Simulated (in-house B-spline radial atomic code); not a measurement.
Ca. Computed with a B-spline radial atomic code. Model: non-relativistic spherical atom: semilocal Troullier-Martins pseudo-atom, one channel per l, against all electrons, high spin, G0W0 and RPA with empty states to l = 8, local potential for every l without a channel, a model core (radius 0 = none) keeps its share of the functional.

What the tables leave out is listed at the end.

The pseudopotential gives back the lowest level of each angular momentum of its own functional in the configuration it was made in; a second state of the same l is only approximately right. Exact exchange, RPA and GW see the smooth pseudo-orbitals and miss the exchange with the core, for which the functional's share stands in. The column with an uncorrelated core keeps all orbitals and exact exchange, and so separates missing core correlation from pseudisation. Only the three outermost levels and the lowest empty one were computed. RPA here is direct RPA, with no exchange kernel, and its energies carry an (l + 1/2)⁻⁴ tail. A hybrid on a potential with a model core restores only its own semilocal share of the core's exchange.

Command:
```bash
python run_psgw.py task.json out
```
Settings (lengths in bohr, energies in hartree):
```
Z                      20
electrons              20
configuration          [Ar] 4s2
generated_in           [Ar] 4s2
functional             lda,vwn
core_shells            4
radius_factor          1
core_correction        True
ion_configuration      [Ar] 4s1
```

Time taken, with all properties: 51 s on 1 thread of Arm Neoverse N1, with other jobs on the host.

Given: made with LDA VWN5; model core radius 0.649 bohr; local radius 1.393 bohr; mean-field start LDA VWN5.

Valence shells of the generating configuration: 3p, 4s.

Channel: s 3.345, p 1.049, d 2.4 (radii in bohr).

Computed: largest level miss in the spin-unpolarised generating configuration 0 eV; valence RPA correlation energy all-electron orbitals -0.42003 hartree; valence RPA correlation energy pseudo -0.55331 hartree; pseudo-atom RPA polarisability 106.83 bohr³; ionisation by mean-field all-electron 6.2109 eV; ionisation by mean-field pseudo minus all -0.004 eV; ionisation by RPA all-electron 6.4839 eV.

```csv
level,occupied,mean-field all-electron (eV),mean-field pseudo minus all (eV),G0W0 all-electron (eV),G0W0 uncorrelated core minus all (eV),G0W0 pseudo minus all (eV),exchange self-energy all-electron (eV),exchange self-energy pseudo (eV)
4s,1,-3.848,0,-6.1207,0.007,-0.195,-7.3426,-7.1045
```

Q: What is the ionisation by RPA pseudo minus all?

A: 0.161 eV.

Q: What is the all-electron RPA polarisability, core included?

A: 106.69 bohr³.

Given: mean-field start PBE0.

Computed: valence RPA correlation energy all-electron orbitals -0.37971 hartree; valence RPA correlation energy pseudo -0.51065 hartree; all-electron RPA polarisability, core included 95.336 bohr³; ionisation by mean-field all-electron 5.9937 eV; ionisation by mean-field pseudo minus all 0.071 eV; ionisation by RPA all-electron 6.3208 eV.

```csv
level,occupied,mean-field all-electron (eV),mean-field pseudo minus all (eV),G0W0 all-electron (eV),G0W0 uncorrelated core minus all (eV),G0W0 pseudo minus all (eV),exchange self-energy all-electron (eV),exchange self-energy pseudo (eV)
4s,1,-4.3174,-0.052,-6.2082,0.009,-0.181,-7.0913,-7.1251
4p (empty),0,-0.98514,0.083,-0.14619,0.01,0.086,-1.4317,-1.1627
```

Q: What is the pseudo-atom RPA polarisability?

A: 91.087 bohr³.

Q: What is the ionisation by RPA pseudo minus all?

A: 0.152 eV.

Among the listed levels the largest G0W0 shift of the pseudo-atom is -0.20 eV, for 4s on the LDA VWN5 start, while leaving the core uncorrelated moves that level by +0.01 eV. So pseudisation and the lost core exchange, not the missing core correlation, make the error. Not in the tables (levels of low weight, unsolved or above zero; the highest and the empty levels are kept at any weight): on LDA the G0W0 levels 3p (pseudo minus all +0.65 eV, weights 0.06 and 0.06), 3d (pseudo minus all +0.20 eV, weights 0.29 and 0.39); on PBE0 the G0W0 levels 3p (pseudo minus all +1.59 eV, weights 0.55 and 0.52); no Hartree-Fock pseudo-atom is run with a model core.
